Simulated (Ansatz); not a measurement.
A ladder of methods for InCl (SMILES [Cl][In])

The species is InCl (2 atoms), meant as a singlet with charge 0. SMILES: `[Cl][In]`. Geometry: relaxed at PBE0-D4/def2-TZVP.

| atom | x (Å) | y (Å) | z (Å) |
| --- | --- | --- | --- |
| Cl | 0.0000 | 0.0000 | -0.0139 |
| In | 0.0000 | 0.0000 | 2.3996 |

Quantity: the energy change with the Cl1–In2 bond stretched from 2.414 to 4.827 Å, in eV. The values are calculated.

```csv
level,kind,program,value (eV),less CCSD(T)/STO-3G
HF/STO-3G (restricted),Hartree–Fock,Ansatz,5.36,0.00
SVWN5/STO-3G (restricted),LDA,Ansatz,5.05,-0.31
revPBE/STO-3G (restricted),GGA,Ansatz,4.58,-0.78
B3LYP/STO-3G (restricted),global hybrid,Ansatz,4.98,-0.38
BHLYP/STO-3G (restricted),global hybrid,Ansatz,5.32,-0.04
HSE06/STO-3G (restricted),range-separated hybrid,Ansatz,5.07,-0.29
B2PLYP/STO-3G (restricted),double hybrid,Ansatz,5.00,-0.36
MP2/STO-3G (restricted),perturbation theory,Ansatz,5.39,+0.03
CCSD(T)/STO-3G (restricted),coupled cluster or CI,Ansatz,5.36,0.00
CCSDT/STO-3G (restricted),coupled cluster or CI,Ansatz,5.36,0.00
```

Differences are taken from CCSD(T)/STO-3G (restricted) for orientation; it has basis-set and higher-order errors of its own. At this stretch a single reference begins to fail. All-electron rows without a relativistic Hamiltonian named are non-relativistic. The first shape isn't each level's own minimum. The values span 4.58 to 5.39 eV. All rows use very small basis sets, so even the best lies far from the true value. In the correlated wave-function rows the outer d shell of In is correlated, in sets not made for it.
